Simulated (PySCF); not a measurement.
**Ionisation energy of B⁺ by level of theory**

B⁺ [He] 2s2 (1S) → B²⁺ [He] 2s1 (2S), as a difference of total energies. All numbers are calculated (PySCF 2.14, the spin-free X2C one-electron Hamiltonian (Gaussian nucleus), in aug-cc-pCVTZ-DK (7s6p4d2f, 59 functions)). Correlated levels: valence and next inner shell: nothing frozen. The calculations carry no spin-orbit coupling.

```json
{"method": "UHF", "ionisation energy (eV)": "23.449"}
{"method": "MP2 (valence and next inner shell)", "ionisation energy (eV)": "24.498"}
{"method": "SCS-MP2 (valence and next inner shell)", "ionisation energy (eV)": "24.692"}
{"method": "CCSD (valence and next inner shell)", "ionisation energy (eV)": "25.100"}
{"method": "CCSD(T) (valence and next inner shell)", "ionisation energy (eV)": "25.114"}
```

Problem. How much does correlation contribute at CCSD(T) (valence and next inner shell)?

Solution. 25.114 − (23.449) = 1.665 eV, measured against UHF.

Errors of the correlated levels include the incompleteness of this basis.

For comparison: 25.155 eV (measured; NIST Atomic Spectra Database, ionization energies).
